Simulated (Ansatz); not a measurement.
A made-up structure of SiH₃SeO (charge -1), closed shell:

```
6
angstrom
O -1.0546 -0.7338 -0.4003
Si 0.3321 0.0713 0.1433
Se 1.8449 -1.2359 0.9828
H -1.6968 -0.1173 -0.7600
H 0.7765 0.8873 -1.0518
H 2.1369 -1.9098 2.3021
```

It is relaxed with PBE-D4/def2-SVPD and then PBE0-D4/def2-TZVPD (Ansatz 0.2.0). Atoms count as bonded within 1.22 times the sum of their covalent radii (H–H: 0.88 Å). The end point is not checked to be a true minimum.

(1) Does its bonding change? (A judgement: the text doesn't fix the answer.)

## Answers

(1) The calculation gives: No: no bond forms or breaks.

Where it ends: The first stage lowers the energy by 2.50 eV in 12 steps. It ends as SiH₃SeO ([OH][SiH][SeH]), total charge -1:
```tsv
atom	x (Å)	y (Å)	z (Å)
O1	-0.9140	-0.4720	-0.7136
Si2	0.2763	0.3569	0.2337
Se3	1.9464	-1.3747	0.7066
H4	-1.6489	-0.6976	-0.1423
H5	1.1413	0.7740	-0.9655
H6	1.5379	-1.6247	2.0970
```

Labels in which every atom is bracketed show which atoms are joined, not bond orders.

For scale, one of the runs: PBE0-D4/def2-TZVPD relaxation, 167 basis functions, launched by `ansatz run in.yaml --threads 2 --pin off --events-out ev --progress --plain --max-ram 4352MiB`. Hardware: 2 CPU threads of an Intel Xeon Platinum 8488C, shared host. Wall time about 29 s.
